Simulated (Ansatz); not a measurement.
**TaH4 in a box, plane waves**

Ansatz 0.2.0, DFT PBE, spin-orbit coupling, plane waves, PAW, molecule in a box. The geometry was relaxed with Gaussian bases (PBE0; Ta def2-SVP with ECP60, H def2-SVP) as a doublet.

```yaml
crystal:
  lattice:
    - [11.96, 0.0, 0.0]
    - [0.0, 11.96, 0.0]
    - [0.0, 0.0, 10.94]
  atoms:
    - { symbol: Ta, position: [0.50005853, 0.50005853, 0.49979159], spin: 1.0, spin_axis: [0.0, 0.0, 1.0] }
    - { symbol: H, position: [0.62386371, 0.50005853, 0.58824863] }
    - { symbol: H, position: [0.50005853, 0.62386371, 0.41133455] }
    - { symbol: H, position: [0.37625418, 0.50005853, 0.58824863] }
    - { symbol: H, position: [0.50005853, 0.37625418, 0.41133455] }
basis:
  ecutwfc: 420
  ecutrho_ratio: 4
kpoints:
  mp_grid: { grid: [1, 1, 1] }
hamiltonian:
  xc: pbe
scf:
  occupations: { method: gaussian, width: 0.01 }
output:
  forces: true
  eigenvalues: true
  populations: true
  write_density: true
  write_potential: true
  elf: true
  volumetric_format: npy
magnetization:
  noncollinear: true
  spin_orbit: true
```

Command:
```sh
ansatz run input.yaml --threads 2 --pin off --max-ram 5120MiB --backend cpu --events-out ev --progress --plain --runs-dir out
```
It took 2.2 min on 2 threads of Arm Neoverse N1, on a shared host, peak memory 1.8 GiB.

(1) How does the SCF go?

(2) Which levels lie next to the highest filled one (eV, counted from it)?

(3) What forces are left at this geometry, relaxed with Gaussian bases (eV/Å)?

The open shells may stand above their lowest state.

The forces come from the other functional as well as from the basis.

Results:

(1) 
```
SCF iter   1: F=—  HF=-10015.327359 eV  |F-HF|=—  |Δ(HF+E_count)|=         —  Δρ=2.06e-2
preconditioner: auto → Resta (q_TF=auto, 1.284 Å⁻¹)  ε∞=1.2  [insulator: Δε(μ)=0.079 eV  Ē_g=6.213 eV  σ=0.010 eV  W_gap=1.00  n_s
spin=Noncollinear: Resta preconditioning applied to the charge; magnetization (m_x, m_y, m_z) channels mix plain (no charge-respon
SCF iter   2: F=—  HF=-10013.968139 eV  |F-HF|=—  |Δ(HF+E_count)|=    1.36e0  Δρ=1.13e-2
preconditioner: auto → none  [metal: Δε(μ)=0.001 eV  Ē_g=5.681 eV  σ=0.010 eV  W_gap=0.03  n_scr=56 (ndim 8)  ℏωp=2.8 eV  f_vac=0.
...
SCF iter  11: F=—  HF=-10013.452741 eV  |F-HF|=—  |Δ(HF+E_count)|=   2.95e-4  Δρ=5.22e-5
SCF iter  12: F=—  HF=-10013.452724 eV  |F-HF|=—  |Δ(HF+E_count)|=   1.68e-5  Δρ=1.87e-5
SCF iter  13: F=—  HF=-10013.452730 eV  |F-HF|=—  |Δ(HF+E_count)|=   5.12e-6  Δρ=3.45e-6
SCF iter  14: F=—  HF=-10013.452730 eV  |F-HF|=—  |Δ(HF+E_count)|=   1.49e-7  Δρ=7.91e-7
SCF iter  15: F=-10013.452730 eV  HF=-10013.452730 eV  |F-HF|=1.56e-10  |Δ(HF+E_count)|=   8.90e-9  Δρ=1.32e-7
```

(2) Filled: -32.10, -4.78, -4.55, -3.38, -3.33, -3.27, -3.20, -3.20, -3.13, 0.00. Empty: 0.17, 0.51, 1.41, 1.53, 1.65, 1.80, 1.96, 1.96.

(3) 
```
Ta   0.00  0.00  0.00
H   -0.17  0.00  0.13
H    0.00 -0.17 -0.13
H    0.17  0.00  0.13
H    0.00  0.17 -0.13
```
